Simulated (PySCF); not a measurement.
# Where does hydrogen bromide take a proton?

System: hydrogen bromide, `Br` (HBr). Non-hydrogen atoms are numbered in `[BrH:1]`.

Computed at ωB97X-D3(BJ)/def2-TZVP // PBE0-D3(BJ)/def2-SVP with PySCF (density fitting, grid level 2). ωB97X-D3(BJ) is ωB97X-V with D3(BJ) in place of VV10. Thermal corrections: PBE0-D3(BJ)/def2-SVP frequencies, unscaled, ideal gas at 298.15 K and 1 bar, quasi-RRHO entropy.

```jsonl
{"site": "Br1 (bromine)", "product": "[H2Br]+", "PA / kcal/mol": "141.1", "GB / kcal/mol": "134.8"}
```

PA is −ΔH and GB is −ΔG of B + H⁺ → BH⁺ in the gas phase.

In acetone the product from Br1 is solvated 71.0 kcal/mol more strongly than the parent (electrostatics only).

Against the Active Thermochemical Tables (version 1.112): Br1 580 (computed 590, error 11) kJ/mol.

Measured values (NIST Chemistry WebBook, evaluated or the median of agreeing entries): proton affinity (−ΔH) 584 kJ/mol (computed 590, difference 6); gas-phase basicity (−ΔG) 558 kJ/mol (computed 564, difference 6).

Caveats: atoms from Ga to Kr are treated without relativity.

Differences come from unrounded values, so a last digit can differ from that of the printed terms.
